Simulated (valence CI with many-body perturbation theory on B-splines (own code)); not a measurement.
## As27+: electric-dipole lines

Computed by relativistic CI+MBPT: four valence electrons over a frozen Dirac-Fock core [He], radial functions for each j: 11 s, 11 p, 9 d, 7 f, 5 g, 2 h, 1 i, with the one-electron correlation potential Σ1, the two-electron term Σ2, the three-electron term Σ3, Breit, model QED; selected CI, second order for the rest (own B-spline code, finite nucleus).

No measured spectrum was set against this ion. As an estimate, large intervals hold to a few tenths of a per cent, small ones and those within an open d or f shell to about a per cent. Among the levels kept, up to 260 cm⁻¹ of a level comes from second order outside the variational space, and about a tenth of that is noise between levels of different J, which matters for small intervals.

Lines 151 to 200 of 254 in falling wavelength, among levels below 15098 × 10³ cm⁻¹, chosen from the strongest by gf and those to the six lowest levels. Wavelengths and rates use the calculated energies. Electric multipoles are in the length gauge, E1 and E2 with the static RPA response of the core. Weak lines are less certain than strong ones. Lines between different terms over intervals too small for the method are left out, as are lines whose strength nearly cancels. The highest levels of a list are the least certain.

Levels are named by their leading jj configuration (3d3/2^4 stands for four electrons in 3d with j = 3/2), which in mixed levels can hold well under half, so a name can repeat and another be missing. Letters in brackets count levels of one name in rising energy.

```tsv
λ vac (Å)	Upper	Lower	A (s⁻¹)	S (a.u.)
7.315	(2s^2 2p1/2 3d5/2) J=3	(2s^2 2p1/2 2p3/2) J=2	3.10e+13	4.20e-02
7.313	(2s 2p1/2^2 3d5/2) J=3	(2s 2p1/2^2 2p3/2) J=2	2.04e+13	2.76e-02
7.310	(2s^2 2p1/2 3d3/2) J=1	(2s^2 2p1/2 2p3/2) J=2	9.10e+11	5.26e-04
7.307	(2s^2 2p3/2 3d3/2) J=1	(2s^2 2p3/2^2) J=2	7.30e+12	4.22e-03
7.305	(2s 2p1/2 2p3/2 3d5/2) J=3 [c]	(2s 2p1/2 2p3/2^2) J=2 [a]	2.31e+13	3.10e-02
7.303	(2s^2 2p3/2 3d5/2) J=2	(2s^2 2p3/2^2) J=2	2.92e+13	2.80e-02
7.284	(2s 2p3/2^2 3s) J=2 [b]	(2s 2p1/2^2 2p3/2) J=1	3.62e+12	3.46e-03
7.284	(2s 2p3/2^2 3s) J=3	(2s 2p1/2^2 2p3/2) J=2	2.94e+11	3.92e-04
7.279	(2s 2p3/2^2 3s) J=2 [c]	(2s 2p1/2^2 2p3/2) J=1	4.55e+12	4.33e-03
7.277	(2s^2 2p1/2 3d5/2) J=2	(2s^2 2p1/2 2p3/2) J=1	3.95e+13	3.76e-02
7.272	(2s^2 2p1/2 3d3/2) J=1	(2s^2 2p1/2 2p3/2) J=1	8.26e+12	4.70e-03
7.267	(2s^2 2p3/2 3d5/2) J=3	(2s^2 2p3/2^2) J=2	7.95e+13	1.05e-01
7.259	(2s^2 2p3/2 3d5/2) J=1	(2s^2 2p3/2^2) J=2	2.47e+12	1.40e-03
7.230	(2s 2p1/2 2p3/2 3d3/2) J=1 [a]	(2s 2p1/2^2 2p3/2) J=2	5.82e+12	3.26e-03
7.230	(2s 2p1/2 2p3/2 3d3/2) J=2 [a]	(2s 2p1/2^2 2p3/2) J=2	1.43e+13	1.34e-02
7.224	(2s 2p1/2 2p3/2 3d3/2) J=3	(2s 2p1/2^2 2p3/2) J=2	2.52e+13	3.28e-02
7.207	(2s 2p1/2 2p3/2 3p1/2) J=3	(2s^2 2p3/2^2) J=2	1.28e+12	1.65e-03
7.186	(2s 2p1/2 2p3/2 3d5/2) J=2	(2s 2p1/2^2 2p3/2) J=2	1.89e+12	1.73e-03
7.176	(2s 2p1/2^2 3p1/2) J=0	(2s^2 2p1/2 2p3/2) J=1	2.06e+12	3.76e-04
7.172	(2s 2p1/2^2 3p1/2) J=1	(2s^2 2p1/2 2p3/2) J=1	3.07e+12	1.67e-03
7.172	(2s 2p1/2 2p3/2 3d5/2) J=3 [a]	(2s 2p1/2^2 2p3/2) J=2	1.84e+13	2.34e-02
7.170	(2s^2 2p3/2 3d3/2) J=2	(2s^2 2p1/2 2p3/2) J=2	1.19e+13	1.09e-02
7.160	(2s 2p1/2 2p3/2 3d5/2) J=1 [a]	(2s 2p1/2^2 2p3/2) J=2	4.49e+11	2.44e-04
7.155	(2s^2 2p3/2 3d3/2) J=3	(2s^2 2p1/2 2p3/2) J=2	4.71e+13	5.96e-02
7.154	(2s 2p1/2^2 3p3/2) J=2	(2s^2 2p1/2 2p3/2) J=2	2.17e+12	1.96e-03
7.152	(2s 2p1/2 2p3/2 3d5/2) J=3 [b]	(2s 2p1/2^2 2p3/2) J=2	1.94e+13	2.46e-02
7.151	(2s 2p1/2 2p3/2 3d3/2) J=2 [b]	(2s 2p1/2^2 2p3/2) J=2	5.90e+13	5.32e-02
7.147	(2s 2p1/2 2p3/2 3p1/2) J=1 [b]	(2s^2 2p3/2^2) J=0	3.44e+11	1.86e-04
7.145	(2s 2p1/2 2p3/2 3d3/2) J=1 [b]	(2s 2p1/2^2 2p3/2) J=2	7.35e+13	3.97e-02
7.144	(2s^2 2p3/2 3d3/2) J=1	(2s^2 2p1/2 2p3/2) J=2	1.09e+13	5.90e-03
7.140	(2s^2 2p3/2 3d5/2) J=2	(2s^2 2p1/2 2p3/2) J=2	1.33e+13	1.20e-02
7.138	(2s^2 2p1/2 3d3/2) J=1	(2s^2 2p1/2^2) J=0	5.87e+13	3.16e-02
7.137	(2s 2p1/2 2p3/2 3p3/2) J=2 [b]	(2s^2 2p3/2^2) J=2	7.79e+11	6.99e-04
7.135	(2s 2p1/2^2 3p3/2) J=1	(2s^2 2p1/2 2p3/2) J=2	3.52e+11	1.89e-04
7.133	(2s^2 2p3/2 3d3/2) J=2	(2s^2 2p1/2 2p3/2) J=1	1.92e+13	1.72e-02
7.129	(2s 2p1/2 2p3/2 3p3/2) J=1 [b]	(2s^2 2p3/2^2) J=2	1.37e+12	7.33e-04
7.125	(2s 2p1/2 2p3/2 3p3/2) J=3 [b]	(2s^2 2p3/2^2) J=2	1.01e+12	1.26e-03
7.117	(2s 2p1/2^2 3p3/2) J=2	(2s^2 2p1/2 2p3/2) J=1	2.67e+12	2.37e-03
7.112	(2s 2p1/2 2p3/2 3p1/2) J=1 [a]	(2s^2 2p1/2 2p3/2) J=2	1.42e+12	7.55e-04
7.107	(2s^2 2p3/2 3d3/2) J=1	(2s^2 2p1/2 2p3/2) J=1	3.23e+13	1.72e-02
7.106	(2s^2 2p3/2 3d5/2) J=3	(2s^2 2p1/2 2p3/2) J=2	9.17e+12	1.14e-02
7.105	(2s^2 2p3/2 3d3/2) J=0	(2s^2 2p1/2 2p3/2) J=1	4.15e+13	7.34e-03
7.104	(2s^2 2p3/2 3d5/2) J=2	(2s^2 2p1/2 2p3/2) J=1	4.46e+12	3.95e-03
7.101	(2s 2p1/2 2p3/2 3d5/2) J=3 [c]	(2s 2p1/2^2 2p3/2) J=2	1.45e+12	1.80e-03
7.099	(2s 2p1/2^2 3p3/2) J=1	(2s^2 2p1/2 2p3/2) J=1	7.35e+11	3.90e-04
7.087	(2s 2p1/2 2p3/2 3p1/2) J=1 [c]	(2s^2 2p3/2^2) J=0	4.31e+11	2.27e-04
7.079	(2s 2p1/2 2p3/2 3p1/2) J=2 [c]	(2s^2 2p3/2^2) J=2	1.87e+12	1.64e-03
7.076	(2s 2p1/2 2p3/2 3p1/2) J=1 [a]	(2s^2 2p1/2 2p3/2) J=1	1.90e+12	9.99e-04
7.062	(2s^2 2p3/2 3d5/2) J=1	(2s^2 2p1/2 2p3/2) J=1	1.04e+12	5.44e-04
7.059	(2s 2p1/2 2p3/2 3p1/2) J=1 [b]	(2s^2 2p3/2^2) J=2	1.30e+12	6.79e-04
```
